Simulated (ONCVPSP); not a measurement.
Configuration tests for scandium (Sc) (ONCV)

```
Element                 : scandium
Generator               : ONCVPSP 4.0.1
Type                    : optimised norm-conserving Vanderbilt (ONCV)
Functional              : PBE
Relativity              : scalar-relativistic
Frozen core             : [Ne]
Valence charge          : 11
Reference configuration : 3s2 3p6 3d1 4s2
Partial waves           : 3s+4s: rc 1.65 bohr, ncon 4, nbas 7, qcut 8.1 1/bohr, 2 projectors; 3p: rc 1.20 bohr, ncon 4, nbas 8, qcut 6 1/bohr, 2 projectors, debl 0.9 Ha; 3d: rc 1.95 bohr, ncon 4, nbas 8, qcut 8.7 1/bohr, 2 projectors, debl 3.3 Ha
Local potential         : polynomial inside 1.15 bohr (lpopt 5, dvloc0 0 Ha)
Core correction         : none
```

In the p channel the program set the typed energies aside and used -1.236, 0.250 Ha.

Energies are relative to the spin-unpolarised reference configuration 3s2 3p6 3d1 4s2; without spin polarisation the order of configurations can differ from experiment. Not all tests gave a result: 1 of 4 tests not solved or not reliable.

| valence configuration | charge | ΔE all-electron (eV) | error AE − PS (meV) |
| --- | --- | --- | --- |
| 3s2 3p6 3d1 4s1 | +1 | 6.897 | -0.3 |
| 3s2 3p6 3d1 4s0 | +2 | 19.665 | -1.1 |
| 3s2 3p6 3d1 4s0 4p2 | 0 | 5.674 | +0.1 |
